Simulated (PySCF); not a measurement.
GeH5O4, SMILES [OH][Ge]([OH])([OH])[OH2+], charge +1. Atoms are numbered in the order given.

```xyz
10

O      0.1631    -0.2709     1.7585
Ge     0.1727    -0.0403     0.0501
O      0.1731    -1.3921    -1.0322
O      0.9132     1.4353    -0.4516
O     -1.7155     0.3475    -0.3843
H     -0.0305    -1.1635     2.0900
H      0.9727    -1.5441    -1.5624
H      1.4382     1.9069     0.2169
H     -2.0908     1.2447    -0.3092
H     -2.0867    -0.1130    -1.1617
```
Charge +1, spin multiplicity 1.

Geometry: B3LYP-D3(BJ)/def2-SVP. The isomer is the one that the SMILES or the coordinates give; other isomers of the formula were not compared. The values are those of a single conformer.

The numbers are results of KT2/pcSseg-1 run with PySCF, not measurements.

GIAO shieldings, no solvent; atoms listed in one row are averaged. δ = σ(ref) − σ: ¹⁷O against H2O (σ = 330.4 ppm); ⁷³Ge against GeH4 (σ = 1669.3 ppm); ¹H against TMS (σ = 31.47 ppm), references at their B3LYP-D3(BJ)/def2-TZVP geometries, non-relativistic.

Q: Estimate the chemical shifts. (An estimate is asked for; the answer gives what the named calculation found.)

A: 
```tsv
nucleus	atoms	count	δ (ppm)
¹⁷O	O1	1	91.5
¹⁷O	O4	1	78.3
¹⁷O	O3	1	76.5
¹⁷O	O5	1	61.0
⁷³Ge	Ge2	1	314.1
¹H	H10	1	5.49
¹H	H9	1	5.33
¹H	H6	1	4.82
¹H	H8	1	4.64
¹H	H7	1	4.42
```
